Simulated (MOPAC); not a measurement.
MOPAC input (AM1):

```
AM1 1SCF UHF MS=0.5 GEO-OK AUX(PRECISION=9) THREADS=1
H3F2Si2

F     1.91805100 1    1.24151900 1    0.19389200 1
Si    1.16636800 1   -0.10978100 1   -0.28414300 1
Si   -1.11685700 1    0.06426900 1    0.29269700 1
F    -1.86370700 1   -1.17651400 1   -0.41368900 1
H     1.88475300 1   -1.24814100 1    0.35529500 1
H    -1.38904600 1   -0.02285100 1    1.74741400 1
H    -1.67795200 1    1.32311200 1   -0.24428600 1
```

Output:

```
 *******************************************************************************
 **                                                                           **
 **                              MOPAC v23.2.5                                **
 **                                                                           **
 *******************************************************************************
 ** MOPAC's Digital Object Identifier: https://doi.org/10.5281/zenodo.6511958 **
 **                                                                           **
 ** Please cite the open-source release paper for use of this MOPAC version:  **
 ** J. E. Moussa and J. J. P. Stewart (2026)                                  **
 ** MOPAC: An open-source semiempirical molecular orbital program             **
 ** J. Open Source Softw., 11(119), 8025, https://doi.org/10.21105/joss.08025 **
 *******************************************************************************

                              AM1 CALCULATION RESULTS

 *******************************************************************************
 *  AM1        - The AM1 Hamiltonian to be used
 *  GEO-OK     - OVERRIDE INTERATOMIC DISTANCE AND OTHER SAFETY CHECKS
 *  UHF        - UNRESTRICTED HARTREE-FOCK CALCULATION
 *  MS=        - IN MECI, MAGNETIC COMPONENT OF SPIN =  0.5
 *  1SCF       - DO 1 SCF AND THEN STOP
 *  AUX        - OUTPUT AUXILIARY INFORMATION
 *******************************************************************************
AM1 1SCF UHF MS=0.5 GEO-OK AUX(PRECISION=9) THREADS=1
 H3F2Si2

   ATOM   CHEMICAL          X               Y               Z
  NUMBER   SYMBOL      (ANGSTROMS)     (ANGSTROMS)     (ANGSTROMS)

     1       F          1.91805100  *   1.24151900  *   0.19389200  *
     2      Si          1.16636800  *  -0.10978100  *  -0.28414300  *
     3      Si         -1.11685700  *   0.06426900  *   0.29269700  *
     4       F         -1.86370700  *  -1.17651400  *  -0.41368900  *
     5       H          1.88475300  *  -1.24814100  *   0.35529500  *
     6       H         -1.38904600  *  -0.02285100  *   1.74741400  *
     7       H         -1.67795200  *   1.32311200  *  -0.24428600  *

          CARTESIAN COORDINATES

    NO.       ATOM           X           Y           Z

     1         F          1.9181      1.2415      0.1939
     2        Si          1.1664     -0.1098     -0.2841
     3        Si         -1.1169      0.0643      0.2927
     4         F         -1.8637     -1.1765     -0.4137
     5         H          1.8848     -1.2481      0.3553
     6         H         -1.3890     -0.0229      1.7474
     7         H         -1.6780      1.3231     -0.2443

  H: (AM1): M.J.S. DEWAR ET AL, J. AM. CHEM. SOC. 107 3902-3909 (1985)
  F: (AM1): M.J.S. DEWAR AND E. G. ZOEBISCH, THEOCHEM, 180, 1 (1988).
 Si: (AM1): M.J.S.DEWAR, C. JIE, ORGANOMETALLICS, 6, 1486-1490 (1987).

           Empirical Formula: H3 F2 Si2  =     7 atoms

      MOLECULAR POINT GROUP   :   C1

          UHF CALCULATION, NO. OF ALPHA ELECTRONS =   13
                           NO. OF BETA  ELECTRONS =   12

 -------------------------------------------------------------------------------
 AM1 1SCF UHF MS=0.5 GEO-OK AUX(PRECISION=9) THREADS=1
 H3F2Si2

     1SCF WAS SPECIFIED, SO BFGS WAS NOT USED
     SCF FIELD WAS ACHIEVED

                              AM1 CALCULATION
                                                       MOPAC v23.2.5 Linux

          FINAL HEAT OF FORMATION =       -134.06594 KCAL/MOL =    -560.93188 KJ/MOL

          COSMO AREA              =        125.54 SQUARE ANGSTROMS
          COSMO VOLUME            =        118.43 CUBIC ANGSTROMS

          IONIZATION POTENTIAL    =          9.128353 EV
          ALPHA SOMO LUMO (EV)    =         -9.128 -1.478
          BETA  SOMO LUMO (EV)    =        -10.179 -1.202
          NO. OF ALPHA ELECTRONS  =         13
          NO. OF BETA  ELECTRONS  =         12
          MOLECULAR WEIGHT        =         97.1915         POINT GROUP:  C1

          MOLECULAR DIMENSIONS (Angstroms)

            Atom       Atom       Distance
            F     4    F     1     4.52965
            H     7    H     5     4.10288
            H     6   Si     2     2.41931

          SCF CALCULATIONS        =          1

   ATOM   CHEMICAL          X               Y               Z
  NUMBER   SYMBOL      (ANGSTROMS)     (ANGSTROMS)     (ANGSTROMS)

     1       F          1.91805100  *   1.24151900  *   0.19389200  *
     2      Si          1.16636800  *  -0.10978100  *  -0.28414300  *
     3      Si         -1.11685700  *   0.06426900  *   0.29269700  *
     4       F         -1.86370700  *  -1.17651400  *  -0.41368900  *
     5       H          1.88475300  *  -1.24814100  *   0.35529500  *
     6       H         -1.38904600  *  -0.02285100  *   1.74741400  *
     7       H         -1.67795200  *   1.32311200  *  -0.24428600  *

                             CARTESIAN COORDINATES

   1    F        1.918051000     1.241519000     0.193892000
   2   Si        1.166368000    -0.109781000    -0.284143000
   3   Si       -1.116857000     0.064269000     0.292697000
   4    F       -1.863707000    -1.176514000    -0.413689000
   5    H        1.884753000    -1.248141000     0.355295000
   6    H       -1.389046000    -0.022851000     1.747414000
   7    H       -1.677952000     1.323112000    -0.244286000

           Empirical Formula: H3 F2 Si2  =     7 atoms

      MOLECULAR POINT GROUP   :   C1

          ALPHA EIGENVALUES
 -48.45339 -47.61422 -17.51759 -16.96664 -15.98749 -15.78146 -15.44048 -15.27436
 -13.56393 -12.98356 -11.86499 -10.56104  -9.12835  -1.47790   0.93610   1.13698
   1.26896   1.86347   2.25577

           BETA EIGENVALUES
 -48.27301 -47.50670 -17.44824 -16.72937 -15.84933 -15.61909 -15.30923 -14.80084
 -13.51926 -12.75041 -11.80226 -10.17885  -1.20236  -1.11729   1.06723   1.17882
   1.41977   2.17833   2.38382

              NET ATOMIC CHARGES AND DIPOLE CONTRIBUTIONS

  ATOM NO.   TYPE          CHARGE      No. of ELECS.   s-Pop       p-Pop
    1          F          -0.399856        7.3999     1.87692     5.52294
    2         Si           0.572626        3.4274     0.99615     2.43123
    3         Si           0.807626        3.1924     0.87641     2.31597
    4          F          -0.433666        7.4337     1.87525     5.55842
    5          H          -0.173107        1.1731     1.17311
    6          H          -0.186276        1.1863     1.18628
    7          H          -0.187346        1.1873     1.18735
 DIPOLE           X         Y         Z       TOTAL
 POINT-CHG.     0.259    -0.119    -0.796     0.845
 HYBRID         0.009     0.182     0.782     0.803
 SUM            0.269     0.063    -0.014     0.276

          ATOMIC ORBITAL ELECTRON POPULATIONS

     Atom    s        px        py        pz
    1  F   1.87692   1.88664   1.75624   1.88006
    2 Si   0.99615   0.89131   0.61657   0.92335
    3 Si   0.87641   0.89180   0.64672   0.77744
    4  F   1.87525   1.88340   1.77790   1.89712
    5  H   1.17311
    6  H   1.18628
    7  H   1.18735

                    (SZ)    =    0.500000
                    (S**2)  =    0.791477

          ATOMIC ORBITAL SPIN POPULATIONS

    Atom   Total    s     px     py     pz
         Atomic
    1  F  0.0804  0.002  0.009 -0.011  0.080
    2 Si  1.1346  0.281  0.131  0.043  0.680
    3 Si -0.1708 -0.042 -0.102 -0.006 -0.020
    4  F -0.0145 -0.000 -0.016  0.002 -0.000
    5  H -0.0614 -0.061
    6  H  0.0243  0.024
    7  H  0.0074  0.007

 **********************
 *                    *
 * JOB ENDED NORMALLY *
 *                    *
 **********************

 == MOPAC DONE ==
```

The geometry given is a B3LYP-D3(BJ)/def2-TZVP minimum.
